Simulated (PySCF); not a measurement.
Computed Raman spectrum (relative Raman activity) of a molecule C3H5FOSi. Geometry optimised at PBE-D3(BJ)/def2-SVP. One conformer was computed; it need not be the lowest. All values below come from PBE-D3(BJ)/def2-SVP run with PySCF. Frequencies are harmonic and unscaled.

ν (cm⁻¹): 116 (vw), 141 (vw), 158 (vw), 377 (vw), 587 (vw), 692 (vw), 698 (vw), 793 (w), 800 (w), 856 (w), 899 (vw), 1041 (w), 1189 (w), 1259 (vw), 1402 (w), 2082 (vs), 2175 (vs), 2949 (vs), 3010 (s), 3388 (m), 3767 (s) (against the strongest line: vs over 80 %, s over 45 %, m over 15 %, w over 4 %, vw less)

Pick the molecule that these values belong to.
A) C#C[Si@H](O)CF
B) C=C1C[Si@@H](F)O1
C) F[SiH2]C1=CCO1
D) F[C@@]1([SiH3])C=CO1

A, C#C[Si@H](O)CF
